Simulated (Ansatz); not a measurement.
Cartesian coordinates in Å:
```
C 1.5133 -0.6085 0.6579
Se 1.1625 0.6112 -0.8384
Si -1.0642 0.2603 -0.8665
O -1.7901 0.6794 0.5320
F -1.6030 1.1435 -2.0788
H 0.9745 -0.2866 1.5458
H 1.2352 -1.6253 0.3885
H 2.5849 -0.5618 0.8408
H -1.4458 -1.1468 -1.0874
H -1.5672 1.5347 0.9061
```

Charge 0, multiplicity 1.

Question: List the B3LYP/def2-TZVPP orbital energies in eV (the Gaussian-basis code of Ansatz). (Estimate.)

Answer: Computed: Occupied: -12350.92, -1800.69, -1580.26, -1418.43, -1418.40, -1418.35, -671.56, -521.09, -277.82, -212.57, -156.65, -156.53, -156.38, -145.00, -100.37, -100.33, -100.29, -57.42, -57.40, -57.26, -57.17, -57.16, -32.55, -28.00, -20.85, -17.65, -15.84, -14.08, -12.60, -12.49, -12.11, -12.01, -11.16, -10.59, -9.93, -9.72, -8.25, -6.69. Lowest empty: -0.48, 0.23, 0.83, 1.25, 1.46, 2.15, 2.60, 2.94.

B3LYP here is the variant with VWN-RPA as its local correlation; programs differ in this.
